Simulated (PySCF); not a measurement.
# Xenon: a sound run and one with changed settings

Sound run: Xe [Xe], Xe+ [Kr] 4d10 5s2 5p5. Computed with PySCF 2.14 in x2c-TZVPall (8s6p4d2f, 60 functions), with scalar relativity by spin-free X2C-1e. In the sound run the correlated levels freeze [Kr] 4d10. The sound run starts from symmetry-adapted Hartree-Fock orbitals and uses a fine grid where one is needed.

Changed run: initial guess sap, at most 50 SCF cycles.

```csv
species,method,sound run (hartree),changed run (hartree),converged
Xe,UHF,-7443.46519,-7443.46519,yes
Xe,BP86,-7447.27475,-7447.27475,yes
Xe+,UHF,-7443.04100,-7443.04100,yes
Xe+,BP86,-7446.81383,-7446.81383,yes
```

Here the plain start reaches the same solutions.
